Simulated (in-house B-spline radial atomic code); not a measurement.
How numerical settings move a run on the argon ion Ar⁴⁺, [Ne] 3s2 3p2. Computed with an all-electron radial atomic-structure program (B-spline basis): non-relativistic TPSS, spin-polarised, spherical fractional occupations, point nucleus.

Command:
```bash
python run_scf.py task.json out
```
Settings of the sound reference run:
```
Z                18
electrons        14
configuration    [Ne] 3s2 3p2
hamiltonian      nr
method           tpss,tpss
spin_polarised   True
knot_spacing     0.22
spline_order     8
gauss_points     12
box_radius       12.77
max_iterations   70
damping          0.5
damped_steps     3
diis_vectors     10
tolerance        1e-08
start            Thomas-Fermi
```

Run time, properties included: 0.15 s on 1 thread of Intel(R) Xeon(R) 6975P-C, on a shared host.

It converges in 8 iterations to -522.295607 hartree, with 3p up at -67.1047 eV. The other runs change the listed settings, some to values that make no sense; their results aren't properties of the atom or ion. Radii are in bohr (the nuclear one in fm), a minus after a letter asks for a j subshell, and «unchanged» means within 1e-8 hartree. The run stops when the residual is below 10 × tolerance × max(1, Z/10), or a noise floor if that is larger, and the energy moves by less than 1e-8 × √|E| hartree; so very loose and very tight tolerances often act alike.

```tsv
changed settings	outcome
first_knot = 5.56e-05, max_iterations = 50, diis_vectors = 2, tolerance = 1e-10, start = bare nucleus	converged in 5 iterations, energy -1.92e-05 hartree from the reference, 3p up level +1.8e-04 eV
max_iterations = 3	not converged after 3 iterations, last residual 5.2e-04, last energy +3.61e-07 hartree from the reference
damping = 0.8	converged in 8 iterations, energy unchanged, 3p up level +6.3e-07 eV
max_iterations = 12	converged in 8 iterations, energy unchanged
max_iterations = 50, damped_steps = 0, diis_vectors = 2, start = bare nucleus	converged in 6 iterations, energy unchanged, 3p up level +1.3e-06 eV
electrons = 22, configuration = [Ne] 3s2 3p2 5s2 5p6, max_iterations = 60	converged in 12 iterations to -523.0840 hartree, a different physical problem (warning: 5s up has a positive eigenvalue: unbound, held by the box)
max_iterations = 2	not converged after 2 iterations, last residual 9.7e-04, last energy +1.40e-06 hartree from the reference
max_iterations = 5	not converged after 5 iterations, last residual 2.0e-05, last energy +6.10e-10 hartree from the reference
electrons = 15, configuration = [Ne] 3s2 3p2 1f1, max_iterations = 50	stopped with error: there is no 1f shell
box_radius = 0.77, max_iterations = 75, damping = 0, diis_vectors = 4, tolerance = 1e-10	converged in 6 iterations, energy +1.04e+02 hartree from the reference, 3p up level +6.7e+02 eV (the program warns: 3p up has a positive eigenvalue: unbound, held by the box; 3s up has a positive eigenvalue: unbound, held by the box)
gauss_points = 4, box_radius = 0.51, first_knot = 5.56e-05, max_iterations = 75	converged in 5 iterations, energy +3.83e+02 hartree from the reference, 3p up level +2.0e+03 eV (the program warns: 3p up has a positive eigenvalue: unbound, held by the box; 2s up has a positive eigenvalue: unbound, held by the box)
```

Task: What happens with hamiltonian = dirac, method = hf, spin_polarised = False, nucleus = fermi, rms_radius = 3.4274, mass_number = 40, atomic_mass = 39.96238, speed_of_light = 13.49805?

Result: Stopped with error: Z/c is past the critical charge.

Task: What happens with damping = 0?

Result: Converged in 6 iterations, energy unchanged, 3p up level +1.2e-06 eV.

Task: What happens with diis_vectors = 0?

Result: Converged in 16 iterations, energy unchanged, 3p up level -4.8e-07 eV.

Task: What happens with damping = 0.95?

Result: Converged in 8 iterations, energy unchanged, 3p up level +1.0e-06 eV.
